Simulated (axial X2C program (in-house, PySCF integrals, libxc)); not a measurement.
**TcN: properties at the nuclei**

Computed with an in-house all-electron X2C program for linear molecules (integrals from PySCF): two-component X2C with atomic mean-field Coulomb and Gaunt terms, Gaussian nuclei, basis Tc dyall-cv3z, N dyall-av3z with contracted cores.

R = 1.635 Å (near the PBE0 minimum at charge 0 of the determinant lowest at the starting distance; the state shown can have its own minimum elsewhere).

Determinant 0.00 eV from it at PBE0 and this distance, Ω = 1 (⟨Sz⟩ = -1.00, ⟨Lz⟩ = 2.00 at PBE0), spin on the atoms Tc -1.19, N 0.19:

```tsv
level	Eeff magnitude (GV/cm)	Ws magnitude Tc (kHz)	A∥/gI Tc (MHz)	qzz Tc (a.u.)	A∥/gI N (MHz)	qzz N (a.u.)	μ (D)
PBE0	1.88	0.901	-1560	2.37	-20.8	-0.61	-2.82
HF	3.42	1.68	-1120	3.36	-37.8	-0.63	-3.22
PBE	1.75	0.846	-1600	2.03	-18	-0.57	-2.54
TPSSh	1.65	0.806	-1580	2.17	-19	-0.59	-2.79
B3LYP	1.92	0.911	-1620	2.27	-19.6	-0.60	-2.80
```

Eeff is the effective electric field on the electron electric dipole moment in this Ω state and Ws the scalar–pseudoscalar constant of the nucleus named (defined with the proton number Z and per Ω); A∥ (defined per Ω) follows by multiplying with gI = μI/(I μN); qzz is the electric field gradient, eQq0 = 234.96 MHz × Q/barn × qzz; μ is positive if the N end (last atom) is positive. The operators were transformed with the bare-nucleus X2C matrices; with these basis sets, hyperfine constants and field gradients can be off by tens of per cent, and where levels differ in sign neither size nor sign is settled.

(1) With Q(14N) = 0.02044 barn (Q from Pyykkö, Mol. Phys. 2018), turn the PBE0 values of the first state into constants in MHz.

Each state is one determinant with collinear spin, which with several unpaired electrons need not be a pure state. Unrestricted Hartree–Fock can overshoot spin polarisation at the nuclei. With several open shells hyperfine constants can be off by a factor of several. Where Eeff spreads by more than a factor of two the levels disagree and none is to be relied on. Open-shell Ω = 0 determinants with evenly filled partner blocks cannot be reached by this program, so the Ω shown need not be the lowest component. At B3LYP, PBE, PBE0, TPSSh a later determinant lies lower. States lie within half an eV, so the first need not be the ground state. Further determinants of the search, some of them spin-mixed, are not shown. Where a field gradient or hyperfine factor spreads by more than a factor of two over the levels, a constant derived from it is not to be relied on.

## Answers

(1) eQq0(14N) = 234.96 × (0.02044) × (-0.61) = -2.93 MHz.
